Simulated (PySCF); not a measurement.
Basis and Hamiltonian dependence of the excitation energy of Cd⁺

Cd⁺ [Kr] 4d10 5s1 (2S) → Cd⁺ [Kr] 4d10 5p1 (2P). Calculated with PySCF 2.14 from differences of total energies of unrestricted determinants, without spin-orbit coupling. Values in eV.

```tsv
basis	Hamiltonian	functions	UHF	LDA	PBE0	MP2 (valence)	CCSD(T) (valence)	CCSD(T) (valence and next inner shell)
aug-cc-pVDZ-PP with ECP28MDF	ECP	54	5.099	5.769	5.497	5.567	5.494	n/a
def2-TZVPPD with the def2 core potential (28 electrons)	ECP	56	5.220	6.008	5.692	5.748	5.659	5.723
Sapporo-DKH3-TZP-2012	spin-free X2C	78	5.972	n/a	n/a	n/a	n/a	6.312
x2c-TZVPPall	spin-free X2C	79	5.168	5.818	5.553	5.659	5.577	5.632
aug-cc-pVTZ-PP with ECP28MDF	ECP	88	5.137	5.901	5.601	5.677	5.587	n/a
aug-cc-pwCVTZ-PP with ECP28MDF	ECP	122	5.154	5.915	5.615	5.703	n/a	n/a
```

Frozen in the all-electron rows: valence and next inner shell: [Ar] 3d10; valence: [Kr]; with a core potential, the same shells as far as they lie outside it.

At UHF, Sapporo-DKH3-TZP-2012 lies more than 0.3 eV from the median of the rows with comparable relativity. Of these, Sapporo-DKH3-TZP-2012 has no diffuse functions of the l that the added or promoted electron needs.

Reference for a calculation without spin-orbit coupling: 5.677 eV (measured, between term centres; NIST).
